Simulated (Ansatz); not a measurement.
Wavefunction ladder for C3H7FGe, SMILES `C=C[CH2][GeH2][F]`

Z-matrix (Å, degrees):
```
C
C 1 1.487
Ge 1 1.956 2 111.3
H 1 1.094 2 111.5 3 -118.5
H 1 1.094 2 111.6 3 120.6
C 2 1.327 1 125.1 3 -109.6
H 2 1.088 1 115.9 3 68.6
F 3 1.748 1 105.7 2 -59.6
H 3 1.539 1 113.4 2 -174.8
H 3 1.536 1 112.9 2 55.6
H 6 1.086 2 121.6 1 -1.7
H 6 1.083 2 121.3 1 178.5
```

Charge 0, multiplicity 1. Correlated methods include outer-core shells of Ge, which these sets cover unevenly. Scalar relativity is left out up to krypton. The geometry is a stationary point of PBE0-D4/def2-TZVP. It is one conformer, not always the lowest. Frozen core, restricted reference, Ansatz.

```json
{"basis": "def2-SVP", "HF (Eh)": "-2292.06732", "MP2 corr.": "-0.82621", "CCSD corr.": "-0.86743", "(T)": "-0.02483", "CCSD(T) total": "-2292.95958"}
{"basis": "def2-TZVPP", "HF (Eh)": "-2292.59182", "MP2 corr.": "-1.00708", "CCSD corr.": "-1.04139", "(T)": "-0.03966", "CCSD(T) total": "-2293.67287"}
{"basis": "def2-QZVPP", "HF (Eh)": "-2292.64420", "MP2 corr.": "-1.32664", "CCSD corr.": "–", "(T)": "–", "CCSD(T) total": "–"}
```
